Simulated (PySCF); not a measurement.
Hf(O)2 cation (HfO2), SMILES [O]=[Hf]=[O] (connectivity only; charge and spin as stated), charge +1, multiplicity 2.

Coordinates come from a B3LYP-D3(BJ)/def2-TZVP optimisation. The multiplicity is an assumed one; other spin states were not compared. The isomer is the one that the SMILES or the coordinates give; other isomers of the formula were not compared. The def2 effective core potentials stand for the cores of Hf; spin–orbit coupling is left out.

Calculation: PBE0/def2-TZVPD in PySCF.

Gas-phase values at a fixed geometry.

Computed frontier levels, dipole moment and polarisability:
```
Item                                                               Result
------------------------------------------------  -----------------------
α spin, highest occupied and lowest empty level       -15.76 and -9.24 eV
β spin, highest occupied and lowest empty level      -14.95 and -10.75 eV
dipole moment about the centre of nuclear charge                   6.63 D
mean static polarisability                           36.8 bohr³ (5.45 Å³)
polarisability, principal values                   19.3, 32.2, 58.7 bohr³
⟨S²⟩                                              0.797 (pure state 0.75)
```
